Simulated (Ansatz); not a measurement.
Cartesian coordinates in Å:
```
F 0.170 0.374 -3.076
C -0.411 1.008 -1.981
Al -0.101 0.012 -0.300
C -0.133 -0.029 1.616
C 0.508 -1.282 0.983
F 1.769 -1.624 1.431
H 0.003 2.022 -1.913
H -1.483 1.121 -2.181
H 0.647 0.699 1.883
H -0.825 -0.149 2.445
H -0.146 -2.152 1.092
```

Charge 0, multiplicity 1.

(1) List the B3LYP/def2-TZVPP orbital energies in eV (Ansatz). (Best estimate.)

Results:

(1) The calculation gave: Occupied: -1524.64, -671.53, -670.80, -278.96, -278.32, -276.44, -112.68, -73.43, -73.24, -73.18, -32.76, -32.06, -20.40, -19.08, -16.15, -13.77, -13.58, -13.40, -13.17, -12.67, -11.69, -10.90, -9.96, -9.55, -9.01, -7.34, -6.12. Lowest empty: -1.61, -1.06, -0.37, 1.25, 1.74, 1.76, 2.31, 2.79.

B3LYP here is the variant with VWN-RPA as its local correlation; programs differ in this.
